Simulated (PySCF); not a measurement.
How the method changes the constants of CsSr⁺

State: ¹Σ⁺ (singlet), closed shell. Set-up: basis Cs def2-SVP with ECP46, Sr def2-SVP with ECP28; scalar-relativistic core potentials; PySCF 2.14. De refers to Cs⁺ + Sr in their ground configurations, without counterpoise correction. A positive dipole points towards Sr; it is taken about the centre of mass and depends on that origin.

| Level | Re (Å) | ωe (cm⁻¹) | De (eV) | μ (D) | CPU s a point (SCF and correlation, without the integrals) |
| --- | --- | --- | --- | --- | --- |
| RHF-MP2 | 4.849 | 40.2 | 0.358 | n/a | 0.082 |
| RHF-SCS-MP2 | 4.893 | 39.4 | 0.343 | n/a | n/a |
| RHF-CCSD | 4.877 | 40.5 | 0.372 | n/a | n/a |
| RHF-CCSD(T) | 4.865 | 40.7 | 0.380 | n/a | 1.8 |
| PBE | 4.711 | 45.9 | 0.442 | -1.94 | 0.42 |
| PW91 | 4.698 | 46.1 | 0.458 | -1.79 | 0.31 |
| BLYP | 4.805 | 41.7 | 0.375 | -2.42 | 0.29 |
| r²SCAN | 4.819 | 43.9 | 0.372 | -2.64 | 0.58 |
| PBE0 | 4.734 | 46.0 | 0.417 | -2.11 | 0.79 |
| MN15 | 4.748 | 38.9 | 0.282 | -4.19 | 0.67 |
| LC-ωPBE | 4.773 | 45.9 | 0.384 | -2.10 | 0.53 |

(1) Which functional lies closest to RHF-CCSD(T) in De, which farthest, and by how much do they differ from it?

(2) What does the step from GGA to meta-GGA do here, going from PBE to r²SCAN?

(3) What does the triples do here, going from RHF-CCSD to RHF-CCSD(T)?

Correlated steps freeze no core orbitals. Closed-shell solutions of metal pairs were not tested for spin polarisation, which can lower them a little. The bond is weak. Basis-set superposition, not corrected here, can be much of De in a small basis, most of all at correlated wavefunction levels. Spin–orbit coupling is left out. For an ion De counts to the pair picked by the measured ionisation energies or electron affinities, which need not be the lowest pair at this level.

The whole job (state search and all levels along the bond) took about 1.3 min on 1 thread of Arm Neoverse V1 (shared host), peak memory 0.54 GiB.

## Answers

(1) Closest is LC-ωPBE (-9.2 pm in Re, +12.8 % in ωe, +0.00 eV in De against RHF-CCSD(T) in the same basis), farthest MN15 (-11.7 pm in Re, -4.4 % in ωe, -0.10 eV in De). CCSD(T) converges more slowly with the basis than the functionals do and binds too weakly in this one, so the order can change at the basis-set limit.

(2) r²SCAN less PBE: +10.8 pm in Re, -4.4 % in ωe, -0.07 eV in De. 

(3) RHF-CCSD(T) less RHF-CCSD: -1.2 pm in Re, +0.5 % in ωe, +0.01 eV in De. Correlation nearly always deepens the well. The bond shortens, as in weak, metallic or heavy-atom bonds, where dispersion and the correlation of outer-core electrons pull the atoms together.
